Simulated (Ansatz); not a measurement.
Reaction (ligand exchange at the Al–S bond): `C[S][Al]([Cl])[Cl]` + HBr → `[Cl][Al]([Cl])[Br]` + CH₃SH

Computed with Ansatz on PBE0-D4/def2-TZVP structures; ΔE is electronic, products minus reactants. CBS: MP2 limit from def2 TZ/QZ plus the TZ coupled-cluster correction, frozen cores. This one scheme is used for every species. DFT in def2-TZVPP. B3LYP here is the variant with VWN-RPA as its local correlation; programs differ in this. For Br outer-core shells are correlated without core-valence functions, which leaves a few kJ/mol of doubt a bond. Scalar relativity is left out up to krypton. Each species was taken in one conformer, which may not be the lowest.

Is it downhill or uphill in electronic energy at CCSD(T)/CBS, and by how much? (Estimate.)

The calculation gave: Downhill: ΔE = -47.2 kJ/mol.

What do these levels give: PBE0-D4, B3LYP-D4, CAM-B3LYP-D4, B3LYP, MP2/def2-SVP, SCS-MP2/def2-QZVPP? (Estimate.)

Ansatz gave: PBE0-D4 -43.5, B3LYP-D4 -43.9, CAM-B3LYP-D4 -46.3, B3LYP -49.0, MP2/def2-SVP -48.9, SCS-MP2/def2-QZVPP -49.5 kJ/mol.

Largest T1 diagnostic among the species: 0.009.

Leaving LDA and LC-ωPBE aside and taking each functional with its dispersion term where it has one, the values, not all of them listed here, spread over 11.2 kJ/mol, from BHLYP-D4 to revPBE-D4. LDA lies +5.7 kJ/mol from PBE without D4. From PBE to PBE0 (25 % exact exchange), in def2-TZVPP and without D4, ΔE moves by −4.4 kJ/mol. In def2-TZVPP, CCSD(T) changes the Hartree–Fock value by +16.4 kJ/mol (the triples alone add +3.2 kJ/mol) and MP2 by +15.4 kJ/mol.
